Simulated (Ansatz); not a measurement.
Ge$_{4}$H$_{12}$F$_{2}$, closed shell: a trajectory.

in.yaml

```yaml
crystal:
  periodic: [false, false, false]
  atoms:
    - {symbol: Ge, position_ang: [-0.734629, -0.164829, -0.778208]}
    - {symbol: Ge, position_ang: [-0.986254, 0.636508, 1.498859]}
    - {symbol: Ge, position_ang: [1.615612, -0.444774, -1.324448]}
    - {symbol: Ge, position_ang: [-1.910192, -2.279011, -0.961914]}
    - {symbol: H, position_ang: [-1.394022, 0.872356, -1.703797]}
    - {symbol: H, position_ang: [1.663850, 2.599544, 0.449837]}
    - {symbol: F, position_ang: [1.213615, 2.636737, -0.368000]}
    - {symbol: H, position_ang: [1.488729, 1.466005, 2.252870]}
    - {symbol: F, position_ang: [2.121563, 2.124526, 2.037305]}
    - {symbol: H, position_ang: [-2.068781, -0.108440, 2.297566]}
    - {symbol: H, position_ang: [0.334422, 0.345919, 2.284497]}
    - {symbol: H, position_ang: [-1.230063, 2.148635, 1.600344]}
    - {symbol: H, position_ang: [2.030251, 0.475922, -2.477024]}
    - {symbol: H, position_ang: [2.479490, -0.156059, -0.085967]}
    - {symbol: H, position_ang: [1.855529, -1.909326, -1.738515]}
    - {symbol: H, position_ang: [-1.793061, -2.840916, -2.388355]}
    - {symbol: H, position_ang: [-3.398639, -2.112468, -0.611400]}
    - {symbol: H, position_ang: [-1.287521, -3.290030, 0.016350]}
basis:
  gaussian: {orbitals: def2-SVP}
hamiltonian: {xc: pbe0, dispersion: d4}
md: {n_steps: 30, timestep: 0.5, temperature: 500, ensemble: nve, seed: 47, temp: 10, initial_velocities: maxwell_boltzmann}
```

Run by:

```bash
ansatz run in.yaml --threads 4 --pin off --events-out ev --progress --plain --max-ram 63488MiB --backend cuda --devices 0, --max-vram 37GiB
```

The run's output (Ansatz 0.2.0):

```
Error: YAML parse error: error: line 25 column 77: unknown field `temp`, expected one of timestep, n_steps, ensemble, temperature, temperature_schedule, friction, pressure, stress_2d, fix_cell, beads, quantum_up_to, nose_hoover, initial_velocities, initial_site_velocities, seed, constraints, density_extrapolation, masses
  --> <input>:25:66
   |
23 | …{orbitals: def2-SVP}
24 | … {xc: pbe0, dispersion: d4}
25 | …: 30, timestep: 0.5, temperature: 500, ensemble: nve, seed: 47, temp: 10, initial_velocities: maxwell_boltzmann}
   |                                                                  ^ unknown field `temp`, expected one of timestep, n_steps, ensemble, temperature, temperature_schedule, friction, pressure, stress_2d, fix_cell, beads, quantum_up_to, nose_hoover, initial_velocities, initial_site_velocities, seed, constraints, density_extrapolation, masses
```

Hardware: 4 CPU threads of an AMD EPYC 7R13 and a share of one NVIDIA H100, shared host. Wall time 0.05 s; peak host memory 0.98 GiB.


The program refused the input. The block holds a key that the program does not know.